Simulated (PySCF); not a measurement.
## Radial density of Ni(2+) (nickel, charge +2)

B97-3, [Ar] 3d7 4s1, high-spin 5F determinant (an excited configuration). Calculation: PySCF 2.14, in aug-cc-pVDZ (7s6p4d2f, 59 functions); no relativity, point nucleus.

```
r (bohr)  4πr²ρ (e/bohr)  4πr²(ρα − ρβ)
0.000960          0.1639         0.0001
 0.00161          0.4468         0.0003
 0.00271           1.189         0.0008
 0.00457           3.032         0.0020
 0.00768           7.208         0.0048
  0.0129           15.23         0.0099
  0.0217           26.46         0.0160
  0.0365           33.68         0.0157
  0.0615           29.21         0.0078
   0.103           28.61         0.0584
   0.174           38.34         0.3395
   0.293           22.54         1.3365
   0.492           17.94         3.2243
   0.828           16.38         2.8196
    1.39           3.913         1.2010
    2.34          0.7423         0.5687
    3.94         0.07580         0.0745
    6.63       5.194e-05         0.0000
    11.1       5.239e-05         0.0001
```
